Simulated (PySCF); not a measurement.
Task: What does the PBE0/def2-TZVP structure of thiopropynal (`C#CC=S`) look like in three dimensions?

Result: 
```
atom  x, y, z in Å
C1     1.406   -0.589   -0.343
C2     0.310   -0.147   -0.108
C3    -0.983    0.356    0.137
S4    -1.400    1.255    1.415
H5     2.381   -0.972   -0.534
H6    -1.728    0.091   -0.617
```

Any rigid rotation of these coordinates is as good. Atoms count from 1 in this order. The 4 heavy atoms lie in one plane (0.000 Å rms). The C–C distances run from 1.205 Å (C1≡C2, drawn triple) to 1.408 Å (C2–C3, drawn single), a spread of 0.203 Å.

Bonds between heavy atoms (Å): C1≡C2 1.205, C2–C3 1.408, C3=S4 1.618.

Method used: PySCF, PBE0/def2-TZVP geometry optimisation, gas phase.

Point group: Cs (every atom within 0.08 Å of its image). Stationary, but not proved a minimum.

***

Write Cartesian coordinates for chloromethylfluorosilane, `F[SiH2]CCl` as optimised with GFN2-xTB.

```
atom  x, y, z in Å
F1     1.558   -1.315   -0.506
Si2    0.940    0.025    0.142
C3    -0.935   -0.085   -0.182
Cl4   -1.747    1.360    0.491
H5     1.234   -0.046    1.562
H6     1.536    1.131   -0.586
H7    -1.180   -0.113   -1.242
H8    -1.397   -0.948    0.295
```

Any rigid rotation of these coordinates is as good. Atoms count from 1 in this order. The 4 heavy atoms lie in one plane (0.001 Å rms). Si2 (fluorine-bound silicon) is distorted tetrahedral (angles from 105.1° to 116.4°).

Bonds between heavy atoms (Å): F1–Si2 1.612, Si2–C3 1.906, C3–Cl4 1.789.

Computed geometry: GFN2-xTB, gas phase.

Point group: Cs (every atom within 0.08 Å of its image). GFN2-xTB frequencies: not computed here. One conformer, not necessarily the lowest (F1–Si2–C3–Cl4 180°).

***

Question: What does the PBE0-D3(BJ)/def2-SVP structure of BiH2Me (`[H][Bi]([H])[CH3]`) look like in three dimensions?

Answer: 
```xyz
7
CH5Bi angstrom
Bi     0.489    0.892    1.073
H      1.981    0.882    0.068
H     -0.216    2.167    0.019
C     -0.452   -0.784   -0.151
H      0.100   -1.713    0.048
H     -0.404   -0.541   -1.219
H     -1.498   -0.904    0.161
```

Orientation and origin are arbitrary. Atoms count from 1 in this order. Bi1 (bismuth bonded to C and 2 H) is pyramidal (angles 92.6°, 92.2° and 90.1°, sum 274.8°, 1.08 Å off the plane of its three neighbours).

Bonds between heavy atoms (Å): Bi1–C4 2.278.

Theory: PBE0-D3(BJ)/def2-SVP geometry optimisation, gas phase, def2 core potentials past Kr (PySCF).

Point group: near Cs, missed by 0.14 Å at most; the miss may be what the optimiser left on a soft mode. Whether it is a minimum is left open (no frequencies).
